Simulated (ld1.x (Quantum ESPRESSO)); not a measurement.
## Cu: one change to an RRKJ potential, before and after

* Element: copper
* Generator: ld1.x (Quantum ESPRESSO) 7.5
* Type: norm-conserving RRKJ (Kleinman–Bylander form)
* Functional: PBEsol
* Relativity: scalar-relativistic
* Frozen core: [Ar]
* Valence charge: 11
* Reference configuration: 3d10 4s1 4p0
* Partial waves: 4p (bound, empty): rc 2.15 bohr; 3d (bound): rc 1.15 bohr; 4s (bound): rc 2.10 bohr
* Local potential: the s channel
* Core correction: Bessel-smoothed model core inside 0.90 bohr

Change: all radii but the core radius scaled by about 0.80 (s 1.68, p 1.72, d 0.92 bohr).

Cutoffs: the cutoffs (Ry, on a coarse ladder) from which the occupation-weighted sum of valence levels, in a spherical-Bessel basis at the reference potential, stays within 10 and 1 mRy of its value at 400 Ry; they do not see the model core or the augmentation charge, which bear on the density cutoff. Errors are all-electron minus pseudo energies relative to the spin-unpolarised reference configuration.

**Question.** What does the change do?

**Answer.** The potential gets harder (140 Ry and 200 Ry → 200 Ry and 300 Ry); a bound ghost appears in p, which as a rule spoils a file; of the 7 tests that both files solve, the error grows in 1 and shrinks in 0 by more than 15 % and 0.3 meV (median size 214.0 → 220.6 meV). A smaller radius makes the pseudo-wave follow the all-electron one further in, where it bends more sharply, so more plane waves are needed.

| quantity | base | changed |
| --- | --- | --- |
| cutoff, loose | 140 Ry | 200 Ry |
| cutoff, tight | 200 Ry | 300 Ry |
| loose cutoff by channel (10 mRy a level) | d 120 Ry, s 8 Ry | d 180 Ry, s 8 Ry |
| bound ghosts | none | p |
| error for 3d10 4s0 4p0, meV [ΔE 8.10 eV] | -20 | -22 |
| error for 3d9 4s0 4p0, meV [ΔE 29.42 eV] | -208 | -210 |
| error for 3d8 4s0 4p0, meV [ΔE 68.41 eV] | -1365 | -1452 |
| error for 3d9 4s2 4p0, meV [ΔE 1.99 eV] | -264 | -277 |
| error for 3d7 4s0 4p0, meV [ΔE 128.08 eV] | -3965 | -4384 |
| error for 3d10 4s0 4p1, meV [ΔE 4.17 eV] | -5.8 | -7.6 |
| error for 3d9 4s1 4p0, meV [ΔE 11.61 eV] | -214 | -221 |

 A true bound ghost makes a file unfit for plane-wave use even where its test errors are small: the radial tests pick states by their node count and pass the ghost by.
